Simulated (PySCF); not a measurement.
## Mg: a base run and its variants

Base input, run as `OMP_NUM_THREADS=1 python input.py` with PySCF 2.14:

```python
from pyscf import gto, scf

mol = gto.M(
    atom='Mg 0 0 0',
    basis='def2-qzvp',
    charge=0,
    spin=0,
    verbose=4,
)
mf = scf.RHF(mol)
mf = mf.density_fit(auxbasis='def2-universal-jkfit')
mf.kernel()
mf.dip_moment()
print('orbital energies (hartree):', mf.mo_energy[..., max(0, mol.nelec[1]-3):mol.nelec[0]+3].round(4))
```

Base result: E(SCF) = -199.614486 Eh, 6 cycles. 

It ran on Intel Xeon 6975P-C (1 thread, shared host) in 0.48 s, peak memory 0.1 GiB.

Each row names what differs from the base; energies in brackets are changes from the base.

| change | result |
| --- | --- |
| basis set: def2-qzvp → cc-pvqz | E(SCF) = -199.614231 Eh (+0.0069 eV), 5 cycles |
| convergence threshold: default → 1e-16 | E(SCF) = -199.614486 Eh (+0.0000 eV), 11 cycles |
| electric field along z (a.u.): none → -0.01 | E(SCF) = -199.618600 Eh (-0.1119 eV), 7 cycles |
| step after the SCF: none → tda; number of roots: default → 6 | E(SCF) = -199.614486 Eh (+0.0000 eV), 6 cycles, first singlet excitations without spin–orbit coupling 4.22, 4.22, 4.22, 5.69, 6.61 eV |
| basis set: def2-qzvp → aug-cc-pvdz | E(SCF) = -199.608340 Eh (+0.1673 eV), 6 cycles |
| step after the SCF: none → stability | E(SCF) = -199.614486 Eh (+0.0000 eV), 6 cycles, internal stable; real -> complex stable; RHF/RKS -> UHF/UKS stable |
| PCM solvent, dielectric constant: none → 78.36 | E(SCF) = -199.615893 Eh (-0.0383 eV), 6 cycles |
| basis set: def2-qzvp → 6-31g* | E(SCF) = -199.595216 Eh (+0.5244 eV), 4 cycles |
| level shift (hartree): none → -0.2 [unsound on purpose] [may be another electronic state] | not converged: SCF after 50 cycles |
| basis set: def2-qzvp → aug-cc-pvtz | E(SCF) = -199.613349 Eh (+0.0309 eV), 6 cycles |
| spin (2S): 0 → 14 [unsound on purpose] [runs as restricted open-shell] | stops with AssertionError |
| basis set: def2-qzvp → cc-pvtz | E(SCF) = -199.613346 Eh (+0.0310 eV), 5 cycles |
